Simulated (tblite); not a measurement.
Record of a relaxation.

C5H12OSi (charge -1 and doublet state).
Atom-mapped SMILES: `[CH2-:1][CH:2][O:3][SiH2:4][CH2:5][CH2:6][CH3:7]` (hydrogens: H8, H9 on C1; H10 on C2; H11, H12 on Si4; H13, H14 on C5; H15, H16 on C6; H17, H18, H19 on C7)

Computed with GFN2-xTB (tblite), gas phase: L-BFGS steps from a force-field or distance-geometry start until the largest atomic force falls under 0.01 eV/Å. 7 of its 200 geometries are shown.

Step 0: E = -618.4709 eV, largest atomic force 2.271 eV/Å
```
atom  x, y, z in Å  |  force x, y, z in eV/Å
C1     -3.843   -0.696   -0.738   -0.159   0.756   0.513
C2     -2.993    0.287   -0.172   -0.345  -1.316  -0.613
O3     -1.645    0.101   -0.365    0.967   1.323   1.114
Si4    -0.556    1.195    0.253   -1.431  -0.797  -1.573
C5      1.217    0.723   -0.124    0.390  -0.400  -0.225
C6      1.668   -0.638    0.398    0.152   0.366   0.216
C7      3.123   -0.918    0.031    0.199  -0.293   0.268
H8     -3.432   -1.514   -1.298   -0.060   0.038   0.031
H9     -4.918   -0.611   -0.607    0.254  -0.044  -0.184
H10    -3.342    1.126    0.416    0.145  -0.098  -0.017
H11    -0.733    1.255    1.734   -0.001   0.066   0.538
H12    -0.844    2.538   -0.278    0.003   0.403   0.294
H13     1.338    0.748   -1.210    0.243  -0.110   0.130
H14     1.875    1.506    0.272   -0.145  -0.141   0.030
H15     1.564   -0.665    1.494    0.030   0.073  -0.205
H16     1.038   -1.434    0.004   -0.090   0.097  -0.138
H17     3.790   -0.161    0.463   -0.183  -0.124  -0.168
H18     3.257   -0.936   -1.051   -0.014   0.071   0.094
H19     3.426   -1.895    0.430    0.044   0.129  -0.104
```

Step 33: E = -618.8715 eV, largest atomic force 0.096 eV/Å
```
atom  x, y, z in Å  |  force x, y, z in eV/Å
C1     -3.857   -0.725   -0.708    0.014   0.026  -0.019
C2     -2.973    0.089   -0.043   -0.022   0.012  -0.045
O3     -1.646    0.074   -0.276   -0.033   0.000   0.022
Si4    -0.560    1.256    0.035    0.017   0.012   0.029
C5      1.270    0.781   -0.243    0.043  -0.047   0.005
C6      1.637   -0.564    0.355    0.018  -0.065   0.020
C7      3.090   -0.964    0.102    0.022   0.012  -0.024
H8     -3.503   -1.486   -1.381   -0.042   0.017  -0.004
H9     -4.916   -0.523   -0.676    0.032  -0.047   0.015
H10    -3.340    0.887    0.599    0.083  -0.043   0.023
H11    -0.544    1.194    1.611   -0.010   0.030  -0.020
H12    -0.899    2.689   -0.111   -0.018   0.050  -0.001
H13     1.544    0.783   -1.299   -0.024   0.000  -0.036
H14     1.873    1.563    0.226   -0.007   0.012   0.010
H15     1.459   -0.538    1.432   -0.027   0.018   0.032
H16     0.980   -1.326   -0.067   -0.024  -0.025  -0.022
H17     3.768   -0.219    0.517    0.006  -0.001   0.037
H18     3.283   -1.027   -0.968   -0.004  -0.007  -0.035
H19     3.324   -1.934    0.546   -0.025   0.045   0.013
```

Step 66: E = -618.8939 eV, largest atomic force 0.024 eV/Å
```
atom  x, y, z in Å  |  force x, y, z in eV/Å
C1     -3.810   -0.694   -0.720    0.010  -0.003  -0.010
C2     -2.873    0.017   -0.017    0.008   0.003   0.002
O3     -1.586    0.102   -0.390   -0.008   0.005   0.002
Si4    -0.549    1.322   -0.029   -0.018   0.016  -0.003
C5      1.261    0.780   -0.309   -0.010   0.006   0.002
C6      1.582   -0.558    0.329    0.006  -0.001   0.008
C7      3.045   -0.966    0.165    0.008  -0.002  -0.003
H8     -3.531   -1.284   -1.575   -0.009  -0.006   0.000
H9     -4.856   -0.614   -0.480   -0.017   0.009   0.009
H10    -3.165    0.637    0.827   -0.001  -0.011  -0.008
H11    -0.556    1.227    1.545    0.004  -0.015  -0.003
H12    -0.916    2.764   -0.096    0.014  -0.006  -0.004
H13     1.526    0.744   -1.367   -0.004   0.004  -0.006
H14     1.887    1.559    0.137    0.010   0.003  -0.004
H15     1.340   -0.511    1.393    0.003  -0.004   0.014
H16     0.943   -1.322   -0.120    0.003   0.002   0.003
H17     3.701   -0.216    0.607   -0.003   0.004   0.007
H18     3.298   -1.052   -0.892    0.007  -0.001  -0.005
H19     3.247   -1.925    0.645   -0.003  -0.002  -0.001
```

Step 100: E = -618.8959 eV, largest atomic force 0.026 eV/Å
```
atom  x, y, z in Å  |  force x, y, z in eV/Å
C1     -3.862   -0.653   -0.733    0.009   0.004  -0.001
C2     -2.892    0.020   -0.041    0.011  -0.011  -0.008
O3     -1.615    0.103   -0.448    0.009  -0.005   0.002
Si4    -0.557    1.291   -0.041    0.000   0.002   0.000
C5      1.254    0.753   -0.332    0.001  -0.005   0.001
C6      1.615   -0.553    0.351   -0.003  -0.006   0.007
C7      3.084   -0.942    0.185   -0.017   0.000  -0.004
H8     -3.625   -1.222   -1.614   -0.003   0.000  -0.002
H9     -4.896   -0.571   -0.447   -0.007   0.007  -0.004
H10    -3.147    0.609    0.836   -0.012   0.004   0.012
H11    -0.566    1.129    1.527   -0.002  -0.005   0.012
H12    -0.914    2.737   -0.046    0.005  -0.003   0.000
H13     1.498    0.678   -1.393    0.007   0.007  -0.002
H14     1.874    1.560    0.070    0.007   0.002  -0.017
H15     1.388   -0.473    1.417   -0.006  -0.002   0.008
H16     0.985   -1.345   -0.060    0.007  -0.008  -0.003
H17     3.732   -0.192    0.641   -0.012  -0.010  -0.015
H18     3.341   -1.012   -0.873   -0.002   0.004   0.008
H19     3.292   -1.907    0.651    0.007   0.025   0.005
```

Step 133: E = -618.9009 eV, largest atomic force 0.019 eV/Å
```
atom  x, y, z in Å  |  force x, y, z in eV/Å
C1     -3.990   -0.501   -0.803   -0.005   0.007   0.003
C2     -2.961    0.018   -0.067    0.005   0.004  -0.018
O3     -1.691    0.069   -0.501    0.011   0.005   0.004
Si4    -0.577    1.170   -0.004   -0.008  -0.010   0.004
C5      1.214    0.631   -0.392    0.004  -0.003   0.003
C6      1.703   -0.568    0.406   -0.006   0.002   0.000
C7      3.195   -0.840    0.223   -0.010   0.009  -0.003
H8     -3.813   -0.977   -1.751   -0.001   0.003  -0.007
H9     -5.012   -0.369   -0.488    0.011  -0.012   0.004
H10    -3.157    0.518    0.878   -0.009   0.001   0.004
H11    -0.573    0.863    1.541    0.008   0.002   0.003
H12    -0.898    2.620    0.126    0.006  -0.010   0.000
H13     1.364    0.432   -1.454    0.006  -0.005   0.004
H14     1.834    1.499   -0.151   -0.009  -0.001   0.001
H15     1.502   -0.397    1.466    0.005   0.004  -0.001
H16     1.134   -1.449    0.099    0.003   0.010   0.010
H17     3.778    0.020    0.553    0.004   0.000  -0.003
H18     3.425   -1.017   -0.828   -0.005  -0.009   0.000
H19     3.515   -1.712    0.796   -0.009   0.004  -0.009
```

Step 166: E = -618.9108 eV, largest atomic force 0.066 eV/Å
```
atom  x, y, z in Å  |  force x, y, z in eV/Å
C1     -4.033   -0.395   -0.942    0.035  -0.018  -0.020
C2     -2.996   -0.022   -0.129   -0.013   0.010  -0.001
O3     -1.723    0.085   -0.547   -0.010  -0.008  -0.011
Si4    -0.598    1.094    0.098    0.005  -0.006  -0.004
C5      1.173    0.578   -0.379    0.025   0.011   0.005
C6      1.797   -0.454    0.551   -0.018   0.002  -0.010
C7      3.227   -0.824    0.161   -0.003   0.011   0.009
H8     -3.863   -0.717   -1.954    0.008   0.006   0.013
H9     -5.053   -0.320   -0.604    0.000   0.014   0.017
H10    -3.187    0.321    0.885   -0.017  -0.002   0.001
H11    -0.628    0.602    1.589   -0.003   0.006  -0.008
H12    -0.857    2.532    0.385    0.000  -0.008   0.014
H13     1.223    0.200   -1.402   -0.005   0.024   0.031
H14     1.776    1.490   -0.349   -0.010  -0.049  -0.022
H15     1.790   -0.062    1.572    0.019  -0.016  -0.037
H16     1.179   -1.356    0.540    0.012   0.021   0.004
H17     3.872    0.056    0.192   -0.030  -0.025   0.000
H18     3.252   -1.224   -0.855    0.000   0.007   0.066
H19     3.638   -1.575    0.840    0.005   0.020  -0.045
```

Step 199: E = -618.9159 eV, largest atomic force 0.007 eV/Å
```
atom  x, y, z in Å  |  force x, y, z in eV/Å
C1     -4.112   -0.242   -1.047    0.002  -0.002  -0.004
C2     -3.077   -0.013   -0.179    0.000   0.005   0.005
O3     -1.793    0.084   -0.565   -0.004   0.000   0.002
Si4    -0.618    0.943    0.198    0.000  -0.003   0.001
C5      1.121    0.446   -0.391   -0.001  -0.001   0.003
C6      1.901   -0.375    0.624    0.002  -0.002   0.002
C7      3.305   -0.738    0.144   -0.003  -0.002  -0.001
H8     -3.932   -0.442   -2.088   -0.003   0.001   0.001
H9     -5.133   -0.138   -0.722    0.002   0.002  -0.001
H10    -3.275    0.216    0.866    0.003  -0.004  -0.001
H11    -0.668    0.250    1.603   -0.001   0.002  -0.001
H12    -0.778    2.341    0.680   -0.001   0.000  -0.002
H13     1.070   -0.108   -1.329    0.001   0.000  -0.002
H14     1.680    1.361   -0.595    0.001   0.005  -0.002
H15     1.976    0.195    1.554   -0.002   0.001   0.002
H16     1.349   -1.290    0.844    0.002  -0.002   0.002
H17     3.878    0.164   -0.067    0.001   0.001   0.001
H18     3.251   -1.325   -0.772    0.002  -0.002  -0.002
H19     3.844   -1.321    0.893    0.001   0.000   0.000
```

Task: Summarise the path.

Result: The energy falls by 10.26 kcal/mol from step 0 to step 199; nine tenths of that is first reached at step 33. It rises by more than 0.2 meV at step 158. The largest force goes from 2.271 to 0.007 eV/Å. Among the bonds Si4–H11 changes most, from 1.492 to 1.567 Å; the atoms move by 0.761 Å rms after alignment.

Task: Follow the three bonds and two angles with the largest change from start to end.

Result: 
```
step  E above end (kcal/mol)  largest force (eV/Å)  Si4–H11 (Å)  C1–C2 (Å)  C2–O3 (Å)  O3–Si4–H12 (°)  H11–Si4–H12 (°)
   0                   10.26                 2.271        1.492      1.417      1.375           109.7            107.3
   9                    2.59                 0.300        1.614      1.380      1.350           122.3             99.5
  17                    1.65                 0.115        1.574      1.374      1.343           122.2             95.4
  26                    1.27                 0.134        1.577      1.377      1.349           120.9             98.2
  35                    0.97                 0.086        1.575      1.372      1.345           122.4             97.7
  43                    0.80                 0.119        1.577      1.374      1.344           123.3             96.6
  52                    0.58                 0.049        1.578      1.371      1.343           122.8             96.2
  61                    0.52                 0.039        1.577      1.370      1.342           123.2             96.1
  69                    0.50                 0.018        1.576      1.370      1.342           123.9             96.0
  78                    0.49                 0.017        1.575      1.369      1.343           124.6             96.2
  87                    0.49                 0.013        1.575      1.370      1.343           124.6             96.0
  95                    0.47                 0.031        1.576      1.369      1.342           123.8             96.0
 104                    0.46                 0.024        1.578      1.368      1.342           123.0             95.8
 112                    0.44                 0.034        1.579      1.368      1.341           122.7             95.9
 121                    0.40                 0.052        1.577      1.368      1.342           122.5             95.9
 130                    0.36                 0.041        1.574      1.369      1.343           122.3             95.9
 138                    0.34                 0.020        1.574      1.368      1.343           122.1             96.2
 147                    0.33                 0.024        1.573      1.368      1.343           122.2             96.1
 156                    0.24                 0.073        1.576      1.369      1.342           122.8             95.9
 164                    0.14                 0.049        1.574      1.368      1.343           123.2             96.6
 173                    0.09                 0.041        1.570      1.369      1.343           123.7             96.6
 182                    0.02                 0.028        1.569      1.370      1.344           123.6             97.1
 190                    0.01                 0.020        1.567      1.371      1.345           124.0             97.1
 199                    0.00                 0.007        1.567      1.370      1.344           124.4             97.0
```

The cost below is that of the whole relaxation. On one thread of an Arm Neoverse V2, on a shared host, this took 1.2 s of wall time.
